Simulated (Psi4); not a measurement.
CH4AlFO2, singlet, geometry from GFN2-xTB (such geometries of metal compounds can be far from the true shape).

Here is a job for Psi4.
```
memory 2 GB

molecule {
0 1
Al    0.02582713    0.42917901    0.31546089
F     1.02880439    1.71123044    0.05608969
O    -0.99950813    0.38112299    1.60759740
H    -1.24706961    0.90599618    2.35665290
O     0.14316986   -0.76331544   -0.80740913
C    -0.14305943   -1.98466053   -1.42783094
H    -0.52171638   -1.79578553   -2.43538704
H     0.77348822   -2.57620088   -1.49420480
H    -0.89063177   -2.54890801   -0.86738014
}

set {
  basis def2-svp
  freeze_core true
}

energy('fno-ccsd(t)')
print_variables()
```

Problem. What MP2 correlation energy does FNO-CCSD(T)/def2-SVP in Psi4 give?

Solution. -0.7530 Eh

Problem. Give the coupled-cluster correlation energy (without the perturbative part) at the level FNO-CCSD(T)/def2-SVP.

Solution. -0.7809 Eh

Problem. Predict the nuclear repulsion energy from FNO-CCSD(T)/def2-SVP.

Solution. 226.8908 Eh

Problem. Estimate the total energy that FNO-CCSD(T)/def2-SVP returns for this input.

Solution. -531.9487 Eh

Problem. Predict the number of basis functions from FNO-CCSD(T)/def2-SVP.

Solution. 94
